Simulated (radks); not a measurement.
Results of a calculation; reference values are marked as such.
Species: the iodine ion I2+. Configuration: [Kr] 4d10 5s2 5p2.75 6p0.25 (fractional occupations, a model configuration). Level of theory: scalar-relativistic Kohn-Sham, PBEsol, spin-polarised, spherical densities, point nucleus; open shells are filled with parallel spins first (spin-orbit coupling, left out, can overturn this in heavy ions) (a radial shooting solver on a logarithmic mesh with Libxc functionals).

Unscreened Slater integrals over Kohn-Sham orbitals (hartree). They are taken over the spin-up orbitals. Empty in this configuration: 5d.

integral       value
F0(6p,6p)    0.17326
F2(6p,6p)   0.094800
F0(6p,5p)    0.21611
F2(6p,5p)   0.060769
G0(6p,5p)   0.012293
G2(6p,5p)   0.017162
F0(6p,5s)    0.22024
G1(6p,5s)   0.020949
F0(6p,4d)    0.23242
F2(6p,4d)   0.027901
G1(6p,4d)  0.0071024
G3(6p,4d)  0.0070521
F0(6p,5d)    0.20322
F2(6p,5d)   0.082043
G1(6p,5d)   0.045030
G3(6p,5d)   0.036233
F0(5p,5p)    0.41390
F2(5p,5p)    0.22526
F0(5p,5s)    0.44304
G1(5p,5s)    0.29634
F0(5p,4d)    0.51506
F2(5p,4d)    0.14590
G1(5p,4d)   0.046258
G3(5p,4d)   0.042975
F0(5p,5d)    0.32908
F2(5p,5d)    0.15771
G1(5p,5d)    0.17714
G3(5p,5d)    0.11054
F0(5s,5s)    0.48182
F0(5s,4d)    0.58699
G2(5s,4d)   0.073506
F0(5s,5d)    0.34102
G2(5s,5d)    0.10586
F0(4d,4d)    0.98050
F2(4d,4d)    0.49574
F4(4d,4d)    0.32876
F0(4d,5d)    0.37000
F2(4d,5d)   0.069726
F4(4d,5d)   0.028930
G0(4d,5d)   0.016679
G2(4d,5d)   0.019583
G4(4d,5d)   0.015816
F0(5d,5d)    0.28497
F2(5d,5d)    0.15141
F4(5d,5d)    0.10101

Derived for the open shells (J is the average intra-shell exchange parameter used in DFT+U). 5p: J = F2/5 = 0.04505 hartree. 6p: J = F2/5 = 0.01896 hartree.
